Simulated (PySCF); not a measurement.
AlCl2HSe. Atoms are numbered in the order given.

```xyz
5

Al    -0.0002     0.5447     0.0000
Cl     1.8195     1.5823     0.0000
Cl    -1.8020     1.6172     0.0000
Se     0.0338    -1.7547     0.0000
H     -1.4421    -1.8144     0.0000
```

Geometry: B3LYP-D3(BJ)/def2-SVP. The structure was generated by enumeration; whether it is a known compound was not checked. The values are those of a single conformer.

Calculation: TDA-LC-ωPBE/def2-SVPD (PySCF).

Vertical excitations. Gas-phase values at a fixed geometry. State labels are in the subgroup Cs.

```json
[
 {"state": "S1", "symmetry": "A\"", "energy (eV)": "5.74", "λ (nm)": "216", "f": "0.023", "main pairs": "HOMO→LUMO 46 %, HOMO→LUMO+2 46 %"},
 {"state": "S2", "symmetry": "A\"", "energy (eV)": "6.14", "λ (nm)": "202", "f": "0.032", "main pairs": "HOMO→LUMO+2 39 %, HOMO→LUMO 37 %, HOMO→LUMO+6 16 %"},
 {"state": "S3", "symmetry": "A'", "energy (eV)": "6.39", "λ (nm)": "194", "f": "0.053", "main pairs": "HOMO→LUMO+1 82 %"},
 {"state": "S4", "symmetry": "A\"", "energy (eV)": "7.30", "λ (nm)": "170", "f": "0.001", "main pairs": "HOMO−1→LUMO+1 93 %"},
 {"state": "S5", "symmetry": "A'", "energy (eV)": "7.67", "λ (nm)": "162", "f": "0.389", "main pairs": "HOMO−1→LUMO 55 %, HOMO−2→LUMO 22 %"},
 {"state": "S6", "symmetry": "A'", "energy (eV)": "7.74", "λ (nm)": "160", "f": "0.157", "main pairs": "HOMO−2→LUMO 46 %, HOMO−1→LUMO 19 %, HOMO−1→LUMO+2 11 %"},
 {"state": "S7", "symmetry": "A\"", "energy (eV)": "7.74", "λ (nm)": "160", "f": "0.000", "main pairs": "HOMO−2→LUMO+1 94 %"},
 {"state": "S8", "symmetry": "A\"", "energy (eV)": "7.83", "λ (nm)": "158", "f": "0.004", "main pairs": "HOMO−3→LUMO 50 %, HOMO→LUMO+7 15 %, HOMO→LUMO+10 9 %"},
 {"state": "S9", "symmetry": "A'", "energy (eV)": "7.96", "λ (nm)": "156", "f": "0.159", "main pairs": "HOMO−1→LUMO+2 59 %"},
 {"state": "S10", "symmetry": "A\"", "energy (eV)": "7.97", "λ (nm)": "155", "f": "0.012", "main pairs": "HOMO→LUMO+7 29 %, HOMO−3→LUMO 26 %, HOMO→LUMO+10 17 %, HOMO→LUMO+6 10 %"},
 {"state": "T1", "symmetry": "A\"", "energy (eV)": "5.25", "λ (nm)": "236", "f": "0", "main pairs": "HOMO→LUMO+2 52 %, HOMO→LUMO 36 %"},
 {"state": "T2", "symmetry": "A'", "energy (eV)": "5.49", "λ (nm)": "226", "f": "0", "main pairs": "HOMO→LUMO+1 89 %"},
 {"state": "T3", "symmetry": "A\"", "energy (eV)": "5.60", "λ (nm)": "222", "f": "0", "main pairs": "HOMO→LUMO 40 %, HOMO→LUMO+2 29 %, HOMO→LUMO+6 20 %"},
 {"state": "T4", "symmetry": "A'", "energy (eV)": "6.50", "λ (nm)": "191", "f": "0", "main pairs": "HOMO−1→LUMO 47 %, HOMO−1→LUMO+2 34 %"}
]
```
Triplets are in the Tamm–Dancoff approximation.
